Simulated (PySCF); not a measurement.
C2H6N2OSi. Atoms are numbered in the order given.

```xyz
12

N      2.1274     0.2009     0.6465
Si     0.7292     0.3947    -0.3393
C     -0.8228     0.9571     0.6431
O     -1.7751    -0.1117     0.4161
C     -1.2675    -1.0788    -0.3935
N     -0.1017    -1.0657    -0.8964
H      2.1186    -0.4335     1.4400
H      3.0495     0.2365     0.2231
H      1.1379     1.2755    -1.4627
H     -1.2756     1.8965     0.2886
H     -0.6617     1.0493     1.7294
H     -2.0144    -1.8735    -0.5460
```

Geometry: B3LYP-D3(BJ)/def2-SVP. The structure was generated by enumeration; whether it is a known compound was not checked. Other conformers were not sampled.

Vertical ionisation energy (IE) and electron affinity (EA) in eV. Rows of orbital energies are one-electron estimates. Where ΔSCF, EOM or ADC give a negative EA the extra electron is unbound and the value depends on the basis.

| level | IE | EA |
|---|---|---|
| −ε(HOMO), −ε(LUMO), r2SCAN/def2-TZVP (PySCF) | 6.25 | 0.78 |
| −ε(HOMO), −ε(LUMO), PBE/def2-TZVP (PySCF) | ? | ? |

### Question
Fill in the missing entries. (Estimate from the structure and the level; the computed values follow.)

### Answer

- −ε(HOMO), −ε(LUMO), PBE/def2-TZVP (PySCF), IE: 5.95
- −ε(HOMO), −ε(LUMO), PBE/def2-TZVP (PySCF), EA: 1.04
